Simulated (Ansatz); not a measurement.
All values below come from frozen-core CCSD(T)/cc-pVTZ // r2SCAN-D4/def2-TZVP in Ansatz (a first-principles code). The geometry is that of the parent before the electron was removed.

Ansatz 0.2 input:
```yaml
crystal:
  periodic: [false, false, false]
  atoms:
    - { symbol: O, position_ang: [-1.581462, -0.805596, 0.070925] }
    - { symbol: Ga, position_ang: [0.00001, 0.000003, 0.000017] }
    - { symbol: O, position_ang: [1.468698, -0.951721, -0.303649] }
    - { symbol: O, position_ang: [0.112763, 1.757323, 0.232769] }
    - { symbol: H, position_ang: [-1.517495, -1.756601, -0.069582] }
    - { symbol: H, position_ang: [2.26378, -0.407824, -0.319905] }
    - { symbol: H, position_ang: [-0.746295, 2.164416, 0.389424] }
basis:
  gaussian: { orbitals: cc-pVTZ }
correlation:
  method: ccsd_t
total_charge: 1
magnetization:
  spin_polarized: true
  initial_magnetization: 1
```

Output:

```
Functional definition: HF
1072 factors; integrals over basis functions are off by at most 8.8e-4 eV
mean field evaluation 1: about -58479.8391 eV, gradient 4.9e1 eV
mean field evaluation 2: about -58479.8441 eV, gradient 4.9e1 eV
mean field evaluation 4: about -58488.0276 eV, gradient 4.7e0 eV
mean field evaluation 8: about -58488.7069 eV, gradient 3.0e0 eV
mean field evaluation 16: about -58489.0168 eV, gradient 4.1e-3 eV
mean field evaluation 32: about -58488.1129 eV, gradient 6.9e-3 eV
mean field evaluation 64: about -58488.4689 eV, gradient 7.4e0 eV
mean field evaluation 96: about -58488.4806 eV, gradient 7.2e0 eV
mean field evaluation 128: about -58487.3282 eV, gradient 1.9e1 eV
mean field evaluation 160: about -58488.1129 eV, gradient 2.0e-3 eV
mean field evaluation 192: about -58487.3416 eV, gradient 3.4e0 eV
mean field evaluation 224: about -58488.2376 eV, gradient 2.4e-1 eV
mean field evaluation 256: about -58489.0169 eV, gradient 6.7e-4 eV
mean field evaluation 288: about -58488.0929 eV, gradient 1.4e0 eV
mean field evaluation 320: about -58486.1741 eV, gradient 1.3e-1 eV
mean field evaluation 352: about -58483.3295 eV, gradient 4.0e0 eV
mean field evaluation 384: about -58489.0169 eV, gradient 3.7e-2 eV
mean field evaluation 416: about -58488.2387 eV, gradient 1.2e-1 eV
mean field evaluation 448: about -58486.6058 eV, gradient 9.6e0 eV
mean field evaluation 480: about -58487.7330 eV, gradient 4.2e0 eV
mean field evaluation 512: about -58487.1561 eV, gradient 6.2e-2 eV
mean field -58489.01690860 eV, -2149.4317261115 hartree, gradient 1.2e-6 eV, S^2 0.756774; 23 other end points of the search recorded, 0 dependent functions left out
determinant -58489.01690860 eV, -2149.4317261115 hartree, with singles and doubles -58511.96084748 eV, -2150.2749003135 hartree
determinant -58489.01688119 eV, -2149.4317251040 hartree, with singles and doubles -58511.96073985 eV, -2150.2748963579 hartree
determinant -58489.01682843 eV, -2149.4317231654 hartree, with singles and doubles -58511.96067481 eV, -2150.2748939677 hartree
determinant -58488.23877089 eV, -2149.4031300780 hartree, with singles and doubles -58511.23654647 eV, -2150.2482827423 hartree
determinant -58488.23874381 eV, -2149.4031290828 hartree, with singles and doubles -58511.23628274 eV, -2150.2482730503 hartree
determinant -58488.23870784 eV, -2149.4031277609 hartree, with singles and doubles -58511.23623275 eV, -2150.2482712133 hartree
determinant -58488.11296426 eV, -2149.3985067697 hartree, with singles and doubles -58511.92830827 eV, -2150.2737045194 hartree
determinant -58488.11294037 eV, -2149.3985058916 hartree, with singles and doubles -58511.87099935 eV, -2150.2715984555 hartree
determinant -58488.11292333 eV, -2149.3985052654 hartree, with singles and doubles -58511.87098485 eV, -2150.2715979226 hartree
determinant -58487.16517519 eV, -2149.3636761638 hartree, with singles and doubles -58511.37722464 eV, -2150.2534525696 hartree
determinant -58486.17350275 eV, -2149.3272328738 hartree, with singles and doubles -58510.67555335 eV, -2150.2276666252 hartree
determinant -58489.01690860 eV, -2149.4317261115 hartree, with singles and doubles -58511.90539578 eV, -2150.2728625008 hartree
determinant -58489.01688119 eV, -2149.4317251040 hartree, with singles and doubles -58511.90537053 eV, -2150.2728615730 hartree
determinant -58489.01682843 eV, -2149.4317231654 hartree, with singles and doubles -58511.90532473 eV, -2150.2728598901 hartree
determinant -58488.23877089 eV, -2149.4031300780 hartree, with singles and doubles -58511.18002722 eV, -2150.2462056981 hartree
determinant -58488.23874381 eV, -2149.4031290828 hartree, with singles and doubles -58511.18000343 eV, -2150.2462048239 hartree
determinant -58488.23870784 eV, -2149.4031277609 hartree, with singles and doubles -58511.17997461 eV, -2150.2462037648 hartree
determinant -58488.11296426 eV, -2149.3985067697 hartree, with singles and doubles -58511.87102121 eV, -2150.2715992587 hartree
determinant -58489.01690860 eV, -2149.4317261115 hartree, with singles and doubles -58511.95423389 eV, -2150.2746572684 hartree
determinant -58489.01688119 eV, -2149.4317251040 hartree, with singles and doubles -58511.95421122 eV, -2150.2746564353 hartree
determinant -58489.01682843 eV, -2149.4317231654 hartree, with singles and doubles -58511.95416998 eV, -2150.2746549198 hartree
determinant -58488.11296426 eV, -2149.3985067697 hartree, with singles and doubles -58511.88189027 eV, -2150.2719986893 hartree
determinant -58488.11294037 eV, -2149.3985058916 hartree, with singles and doubles -58511.88186757 eV, -2150.2719978552 hartree
determinant -58488.11292333 eV, -2149.3985052654 hartree, with singles and doubles -58511.88185391 eV, -2150.2719973531 hartree
determinant -58487.16517519 eV, -2149.3636761638 hartree, with singles and doubles -58511.58895892 eV, -2150.2612336608 hartree
12 core orbitals not correlated
reference -58489.01690860 eV, -2149.4317261115 hartree; 17, 16 occupied and 146, 147 virtual orbitals, 1072 factors
second order -22.55432825 eV of doubles, -0.00000000 eV of singles
cycle   1  -22.93732497 eV  change    3.1e-7 eV  update   1.2e-6
perturbative correction -0.93778881 eV, -0.0344631032 hartree
Total energy: -58512.89202239 eV, -2150.3091203600 hartree
```

Cost: about 90 core-minutes (a rough figure).
